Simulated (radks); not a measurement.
The numbers below are computed, except where a source is named.
Task: Radial electron density D(r) = 4 pi r^2 rho(r) of an atom or ion with 10 electrons. Code: a radial shooting solver on a logarithmic mesh with Libxc functionals. Model: Dirac Kohn-Sham, PBE, spin-unpolarised, spherical densities, point nucleus.

```
   r/bohr * D(r) (the largest magnitude, 34.2, reaches the edge; | marks zero)
 0.004042 |   *
 0.004521 |    *
 0.005056 |     *
 0.005656 |      *
 0.006275 |       *
 0.007019 |         *
 0.007851 |           *
 0.008781 |             *
 0.009822 |               *
  0.01099 |                  *
  0.01229 |                     *
  0.01363 |                        *
  0.01525 |                            *
  0.01706 |                               *
  0.01908 |                                   *
  0.02134 |                                       *
  0.02387 |                                           *
   0.0267 |                                              *
  0.02963 |                                                *
  0.03314 |                                                  *
  0.03706 |                                                   *
  0.04146 |                                                   *
  0.04637 |                                                  *
  0.05186 |                                                *
  0.05801 |                                             *
  0.06437 |                                           *
    0.072 |                                        *
  0.08053 |                                       *
  0.09007 |                                      *
   0.1007 |                                       *
   0.1127 |                                          *
    0.126 |                                             *
   0.1399 |                                                 *
   0.1564 |                                                    *
    0.175 |                                                      *
   0.1957 |                                                     *
   0.2189 |                                                  *
   0.2448 |                                            *
   0.2739 |                                    *
   0.3039 |                            *
   0.3399 |                    *
   0.3802 |             *
   0.4252 |       *
   0.4756 |   *
    0.532 | *
    0.595 |*
   0.6603 *
   0.7385 *
    0.826 *
   0.9239 *
    1.033 *
```

What is the nuclear charge?

Result: Z = 27. The innermost maximum, from 1s, lies near gamma/Z bohr with gamma = sqrt(1 - (Z/c)^2) = 0.980, here 0.0363 bohr (found: 0.0389), and its height grows with Z. The density is that of the cobalt ion Co17+ in [Ne]; the configuration itself is not fixed sharply by these data, and Z only to about a unit. D(r) has 2 maxima, at r = 0.0389, 0.181 bohr, and minima at 0.0879 bohr, inside which lie 2.14 electrons.
